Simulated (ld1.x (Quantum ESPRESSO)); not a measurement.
# iodine: one change to a TM potential, before and after

ld1.x (Quantum ESPRESSO) 7.5 input, shortened:

```
&input
   title='I', zed=53., rel=1, dft='PBE', iswitch=3,
   config='[Kr] 4d10 5s2 5p4.5'
 /
 &inputp
   pseudotype=2, tm=.true., lloc=2,
   nlcc=.true., new_core_ps=.true., rcore=1.05
 /
3
5S  1  0   2.00   0.00  1.80  1.80  0.0
5P  2  1   4.50   0.00  2.00  2.00  0.0
4D  3  2  10.00   0.00  1.25  1.25  0.0
 &test
   configts(1)='4d10 5s2 5p4.5'
 /
```

All-electron outer shells of the reference configuration (PBE, scalar-relativistic, ld1.x):

| shell | level (eV) | outermost node (bohr) | outermost maximum (bohr) |
| --- | --- | --- | --- |
| 4s | -185.20 | 0.37 | 0.68 |
| 4p | -132.17 | 0.37 | 0.72 |
| 4d | -54.87 | 0.35 | 0.78 |
| 5s | -21.70 | 0.88 | 1.70 |
| 5p | -11.09 | 0.96 | 2.00 |

Change: wave 5p (bound): rc 2.00 bohr becomes 5p (bound): rc 2.88 bohr.

Cutoffs: the cutoffs (Ry, on a coarse ladder) from which the occupation-weighted sum of valence levels, in a spherical-Bessel basis at the reference potential, stays within 10 and 1 mRy of its value at 400 Ry; they do not see the model core or the augmentation charge, which bear on the density cutoff. Errors are all-electron minus pseudo energies relative to the spin-unpolarised reference configuration.

**Question.** What does the change do?

**Answer.** The potential gets neither clearly harder nor softer (120 Ry and 200 Ry → 120 Ry and 200 Ry); both files keep a bound ghost (p, s); of the 7 tests that both files solve, the error grows in 3 and shrinks in 2 by more than 15 % and 0.3 meV (median size 2.4 → 11.4 meV).

| quantity | base | changed |
| --- | --- | --- |
| cutoff, loose | 120 Ry | 120 Ry |
| cutoff, tight | 200 Ry | 200 Ry |
| loose cutoff by channel (10 mRy a level) | s 25 Ry, p 10 Ry, d 100 Ry | s 25 Ry, p 6 Ry, d 100 Ry |
| bound ghosts | s, p | s, p |
| error for 4d10 5s2 5p5, meV [ΔE -4.53 eV] | +1.6 | +1.4 |
| error for 4d10 5s2 5p4, meV [ΔE 6.60 eV] | -1.4 | -1.9 |
| error for 4d10 5s2 5p3, meV [ΔE 26.45 eV] | -1.8 | -11 |
| error for 4d10 5s2 5p1, meV [ΔE 95.20 eV] | +18 | -131 |
| error for 4d10 5s2 5p5.3, meV [ΔE -6.31 eV] | +2.4 | +2.2 |
| error for 4d9 5s2 5p6, meV [ΔE 41.33 eV] | -478 | -335 |
| error for 4d9 5s2 5p5, meV [ΔE 53.71 eV] | -416 | -295 |

 A true bound ghost makes a file unfit for plane-wave use even where its test errors are small: the radial tests pick states by their node count and pass the ghost by.
